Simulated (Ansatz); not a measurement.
Series MnX2: binding per atom (eV) at several levels, gas phase, relaxed structures; Ansatz. Core potentials for I in the def2 sets, no spin–orbit coupling. Binding counts from free atoms in the multiplicity of their measured ground term, without zero-point energy. Names give formal oxidation states. A dash marks a value that wasn't run or was left out as unsound. The structures are stationary points that may keep the symmetry of their start.

| species | state | geometry | HF/6-31G | PBE-D4/def2-TZVPD | PBE0-D4/def2-SVP | PBE0-D4/def2-TZVP | HSE06-D4/def2-TZVP | ωB97M-V/def2-TZVP |
| --- | --- | --- | --- | --- | --- | --- | --- | --- |
| MnI2 | sextet | B3LYP-D4/def2-TZVP | – | 2.24 | 2.11 | 2.13 | 2.13 | 1.95 |
| MnF2 | sextet | PBE0-D4/def2-TZVP | 2.08 | 3.72 | 3.32 | 3.40 | – | 3.34 |
| MnBr2 | sextet | B3LYP-D4/def2-TZVP | 1.61 | 2.62 | 2.49 | 2.50 | 2.50 | – |
| MnCl2 | sextet | PBE-D4/def2-TZVP | 1.81 | 2.93 | 2.75 | 2.80 | 2.80 | 2.70 |
| Mn(SH)2 (MnH2S2) | sextet | PBE-D4/def2-TZVP | 1.45 | 2.87 | 2.70 | 2.74 | 2.74 | 2.71 |
| Mn(NH2)2 (MnN2H4) | sextet | r2SCAN-D4/def2-TZVP | 1.77 | 3.31 | 3.09 | 3.13 | 3.13 | 3.11 |
| MnMe2 (C2H6Mn) | sextet | r2SCAN-D4/def2-TZVP | – | 3.52 | 3.48 | 3.46 | – | 3.43 |
